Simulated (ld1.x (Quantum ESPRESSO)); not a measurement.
Transferability test, TM potential for N (Z = 7)

| Property | Result |
| --- | --- |
| Element | N |
| Generator | ld1.x (Quantum ESPRESSO) 7.5 |
| Type | norm-conserving Troullier–Martins (Kleinman–Bylander form) |
| Functional | PBE |
| Relativity | scalar-relativistic |
| Frozen core | [He] |
| Valence charge | 5 |
| Reference configuration | 2s1.75 2p3.25 |
| Partial waves | 2p (bound): rc 2.30 bohr; 3d channel at 0.3 Ry: rc 1.80 bohr; 2s (bound): rc 1.10 bohr |
| Local potential | the s channel |
| Core correction | none |

Energies are relative to the spin-unpolarised reference configuration 2s1.75 2p3.25; without spin polarisation the order of configurations can differ from experiment.

| valence configuration | charge | ΔE all-electron (eV) | error AE − PS (meV) |
| --- | --- | --- | --- |
| 2s2 2p3 | 0 | -2.874 | -0.4 |
| 2s2 2p2 | +1 | 10.717 | +114 |
| 2s2 2p1 | +2 | 39.571 | +770 |
| 2s1 2p4 | 0 | 8.633 | -3.7 |
| 2s2 2p3.3 | -0.3 | -4.493 | -5.3 |
| 2s1 2p3 | +1 | 22.498 | -81 |

(1) What are ΔE and the potential's error for 2s1 2p0?

Results:

(1) ΔE = 164.472 eV all-electron; the error (AE − PS) is +4491 meV.
